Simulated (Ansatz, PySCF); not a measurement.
Ti(F)4 cation (F4Ti), SMILES [Ti]([F])([F])([F])[F] (connectivity only; charge and spin as stated), charge +1, multiplicity 2. Atoms are numbered in the order given.

```xyz
5

Ti     0.2467     0.0000     0.0000
F     -1.2986     0.7172    -0.7217
F      1.1748     0.9986     0.9915
F      1.1754    -0.9978    -0.9916
F     -1.2983    -0.7179     0.7218
```
Charge +1, spin multiplicity 2.

Geometry optimised at TPSSh-D3(BJ)/def2-SVP. The multiplicity is an assumed one; other spin states were not compared. The isomer is the one that the SMILES or the coordinates give; other isomers of the formula were not compared.

Two levels are set side by side: PBE-D3(BJ)/def2-SVP (Ansatz, a program for electronic structure) and TPSSh-D3(BJ)/def2-SVP (PySCF). Each level has its own optimised geometry; the coordinates shown are those of the second. Frequencies come from the Hessian of PySCF at each geometry. Differences are taken from unrounded values.

| quantity | TPSSh-D3(BJ) |
|---|---|
| mean bond length (Å) | 1.768 |
| bond Ti1–F2 (Å) | 1.850 |
| bond Ti1–F3 (Å) | 1.686 |
| bond Ti1–F4 (Å) | 1.686 |
| bond Ti1–F5 (Å) | 1.850 |
| highest harmonic wavenumber (cm⁻¹) | 930 |
| mean harmonic wavenumber (cm⁻¹) | 415 |
| zero-point energy (kcal/mol) | 5.34 |

Question: What does PBE-D3(BJ) give, and how far is it from TPSSh-D3(BJ)? (Estimate from the structure and the level; the computed values follow.)

Answer: 
```tsv
quantity	PBE-D3(BJ)	PBE-D3(BJ) minus TPSSh-D3(BJ)
mean bond length (Å)	1.776	0.009
bond Ti1–F2 (Å)	1.858	0.008
bond Ti1–F3 (Å)	1.695	0.009
bond Ti1–F4 (Å)	1.695	0.009
bond Ti1–F5 (Å)	1.858	0.008
highest harmonic wavenumber (cm⁻¹)	893	-37
mean harmonic wavenumber (cm⁻¹)	403	-12
zero-point energy (kcal/mol)	5.18	-0.16
```

GGA bonds tend to be longer and softer than those of functionals with exact exchange. Differences between two approximate levels are no errors against the true value.
